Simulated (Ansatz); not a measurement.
Consider the ligand exchange at a P–N bond: `F/C=N/P` + H₂Te → `P[TeH]` + `N=CF`.

Computed with Ansatz on PBE0-D4/def2-TZVP structures; ΔE is electronic, products minus reactants. CBS: MP2 limit from def2 TZ/QZ plus the TZ coupled-cluster correction, frozen cores. This one scheme is used for every species. DFT in def2-TZVPP. B3LYP here is the variant with VWN-RPA as its local correlation; programs differ in this. def2 core potentials past Kr. For Te outer-core shells are correlated without core-valence functions, which leaves a few kJ/mol of doubt a bond. Each species was taken in one conformer, which may not be the lowest.

`F/C=N/P`:

Cartesian coordinates in Å:
```
F -1.773 1.645 -0.440
C -0.621 0.987 -0.414
N -0.515 -0.075 0.224
P 1.053 -0.831 0.171
H 0.135 1.513 -1.005
H 1.141 -1.096 1.563
H 0.580 -2.143 -0.099
```

H₂Te:

```xyz
3

Te   -0.396   -0.445    0.499
H     0.531    0.920    0.636
H    -0.135   -0.474   -1.135
```

`P[TeH]`:

```xyz
5

P     0.007    0.738   -0.578
Te   -0.127   -1.254    0.874
H     1.395    0.627   -0.856
H     0.214    1.674    0.469
H    -1.489   -1.785    0.092
```

`N=CF`:

Z-matrix (Å, degrees):
```
C
N 1 1.242
F 1 1.328 2 120.0
H 1 1.092 2 129.8 3 -180.0
H 2 1.016 1 110.6 3 -180.0
```

CCSD(T)/CBS gives -63.5 kJ/mol.

Problem. Another level gave -64.6 kJ/mol. Which?
A. PBE/def2-TZVPP
B. RPA@PBE/def2-TZVPP
C. B3LYP-D4/def2-TZVPP
D. SCS-MP2/def2-TZVPP

Solution. A. PBE -64.6, RPA@PBE/def2-TZVPP -51.4, SCS-MP2/def2-TZVPP -55.4, B3LYP-D4 -59.5 kJ/mol.

Largest T1 diagnostic among the species: 0.014.

In def2-TZVPP, CCSD(T) changes the Hartree–Fock value by −4.9 kJ/mol (the triples alone add −0.8 kJ/mol) and MP2 by −8.4 kJ/mol. Leaving LDA and LC-ωPBE aside and taking each functional with its dispersion term where it has one, the values, not all of them listed here, spread over 13.1 kJ/mol, from PBE-D4 to CAM-B3LYP-D4. LDA lies +7.8 kJ/mol from PBE without D4. At CCSD(T), def2-SVP lies +7.5 kJ/mol from the extrapolated value and def2-TZVPP +7.7 kJ/mol.
